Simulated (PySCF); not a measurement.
# Spinor energies of Tc²⁺ (technetium, charge +2)

Start: [Kr] 4d5; 4d5/2 filled at m_j = -3/2, -1/2, +1/2, +3/2, +5/2. Calculated with PySCF 2.14 in x2c-SVPall-2c with one added diffuse shell each of s, p, d type (7s9p7d1f, 76 functions): generalised Hartree-Fock with the X2C-1e Hamiltonian and a Gaussian nucleus; one run each with spin-orbit coupling (SO) switched off, then screened by Boettger's factors. This is a chosen level, not necessarily the ground level.

```json
{"spinor shell": "1s1/2", "electrons": "2", "ε, spin-free (eV)": "-21170.8", "ε, screened SO (eV)": "-21169.7", "weight of nominal j (screened SO)": "1.000", "rms radius, screened SO (bohr)": "0.0394"}
{"spinor shell": "2s1/2", "electrons": "2", "ε, spin-free (eV)": "-3110.2", "ε, screened SO (eV)": "-3109.9", "weight of nominal j (screened SO)": "1.000", "rms radius, screened SO (bohr)": "0.162"}
{"spinor shell": "2p1/2", "electrons": "2", "ε, spin-free (eV)": "-2779.2", "ε, screened SO (eV)": "-2861.0", "weight of nominal j (screened SO)": "1.000", "rms radius, screened SO (bohr)": "0.141"}
{"spinor shell": "3s1/2", "electrons": "2", "ε, spin-free (eV)": "-587.99", "ε, screened SO (eV)": "-587.91", "weight of nominal j (screened SO)": "1.000", "rms radius, screened SO (bohr)": "0.441"}
{"spinor shell": "3p1/2", "electrons": "2", "ε, spin-free (eV)": "-476.20", "ε, screened SO (eV)": "-490.41", "weight of nominal j (screened SO)": "1.000", "rms radius, screened SO (bohr)": "0.439"}
{"spinor shell": "3p3/2", "electrons": "4", "ε, spin-free (eV)": "-476.20", "ε, screened SO (eV)": "-469.51", "weight of nominal j (screened SO)": "1.000", "rms radius, screened SO (bohr)": "0.450"}
{"spinor shell": "3d3/2", "electrons": "4", "ε, spin-free (eV)": "-295.37", "ε, screened SO (eV)": "-297.86", "weight of nominal j (screened SO)": "0.961", "rms radius, screened SO (bohr)": "0.434"}
{"spinor shell": "3d5/2", "electrons": "6", "ε, spin-free (eV)": "-295.37", "ε, screened SO (eV)": "-293.63", "weight of nominal j (screened SO)": "0.974", "rms radius, screened SO (bohr)": "0.437"}
{"spinor shell": "4s1/2", "electrons": "2", "ε, spin-free (eV)": "-105.57", "ε, screened SO (eV)": "-105.56", "weight of nominal j (screened SO)": "1.000", "rms radius, screened SO (bohr)": "1.13"}
{"spinor shell": "4p1/2", "electrons": "2", "ε, spin-free (eV)": "-72.136", "ε, screened SO (eV)": "-77.854", "weight of nominal j (screened SO)": "0.655", "rms radius, screened SO (bohr)": "1.26"}
{"spinor shell": "4p3/2", "electrons": "4", "ε, spin-free (eV)": "-72.136", "ε, screened SO (eV)": "-69.334", "weight of nominal j (screened SO)": "0.827", "rms radius, screened SO (bohr)": "1.26"}
{"spinor shell": "4d5/2", "electrons": "5", "ε, spin-free (eV)": "-29.999", "ε, screened SO (eV)": "-29.995", "weight of nominal j (screened SO)": "0.575", "rms radius, screened SO (bohr)": "1.73"}
```

Q: Where does 2p3/2 lie, and what is the 2p spin-orbit splitting (screened SO)?

A: At -2740.9 eV, 120.14 eV above 2p1/2.

```
   quantity    spin-free  screened SO
E (hartree)  -4281.66705  -4282.19651
        M_J          5/2          5/2
       ⟨J²⟩        8.751        8.751
       ⟨L²⟩        0.000        0.019
       ⟨S²⟩        8.751        8.737
```

Each row is a mean over spinors that exchange with the open shell spreads, by up to 9.795 eV (4p3/2).

Rows whose weight is well below 1 are mixtures of j = l ± 1/2: exchange outweighs spin-orbit coupling there, and the label is only the starting occupation.

Breit and QED terms are absent; they matter most for the inner s and p1/2 levels.

Densities and radii are taken from the X2C orbitals without a picture-change correction, which distorts them close to the nucleus.

Without spin-orbit coupling the j labels of p, d and f shells carry no meaning; the spin-free column gives the mean over the occupied spinors of each nl shell.
